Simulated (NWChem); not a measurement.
System: C2H3BO3; SMILES O=CB1OCO1

```xyz
9

O     -0.5140     2.3551     0.1867
C      0.3746     1.5413     0.2763
B      0.1177    -0.0189     0.1013
O     -1.0282    -0.7338    -0.1610
C     -0.1557    -1.8515    -0.0991
O      1.0031    -1.0742     0.1712
H      1.4271     1.8750     0.4902
H     -0.4045    -2.5355     0.7282
H     -0.0871    -2.3860    -1.0603
```
Atoms are numbered in this order, from 1.

Computed with NWChem. Pople sets run with spherical d functions. The geometry was optimised at PBE0/def2-SVP. Static field.

```csv
level,isotropic polarisability (bohr³),anisotropy (bohr³)
PBE/6-31+G*,44.8,26.4
B3LYP/6-31+G*,42.5,23.3
CAM-B3LYP/6-31+G*,…,…
Hartree-Fock/6-31+G*,37.7,18.3
```

**Question.** Some entries are withheld; supply them.

**Answer.** 
- CAM-B3LYP/6-31+G*, isotropic polarisability (bohr³): 41.4
- CAM-B3LYP/6-31+G*, anisotropy (bohr³): 21.6
